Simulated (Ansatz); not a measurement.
`O[SiH2]/C=C\[SiH](O)F` + `Cl[SiH](Cl)Cl` → `O[SiH](F)[SiH](Cl)Cl` + `O[SiH2]/C=C/Cl`  (redistribution)

Calculated with Ansatz (gas phase, PBE0-D4/def2-TZVP geometries, no zero-point term in ΔE). CCSD(T)/CBS is the MP2 limit (def2-TZVPP, def2-QZVPP) plus CCSD(T) − MP2 in def2-TZVPP, frozen cores. This one scheme is used for every species. Double bonds are as drawn, so ΔE can hold a change between cis and trans. DFT in def2-TZVPP. B3LYP here is the variant with VWN-RPA as its local correlation; programs differ in this. One conformer a species, not always the lowest.

```csv
level,ΔE (kcal/mol),difference from CCSD(T)/CBS
B2PLYP,40.7,-1.4
PBE0,37.7,-4.4
B3LYP,38.3,-3.8
HF/def2-TZVPP,42.1,0.0
MP2/def2-TZVPP,43.7,1.6
CCSD(T)/def2-TZVPP,42.0,-0.1
MP2/def2-QZVPP,43.7,1.6
SCS-MP2/def2-QZVPP,42.6,0.5
HF/CBS(def2),42.0,-0.1
CCSD/CBS(def2),42.3,0.2
CCSD(T)/CBS,42.1,0
```

Largest T1 diagnostic among the species: 0.012.

From PBE to PBE0 (25 % exact exchange), in def2-TZVPP and without D4, ΔE moves by +2.6 kcal/mol. The D4 term adds +2.0 kcal/mol with B3LYP and +1.0 kcal/mol with PBE0; it sums over pairs of atoms, weighted by their polarisabilities, and B3LYP, whose exchange is more repulsive, gets the larger term.
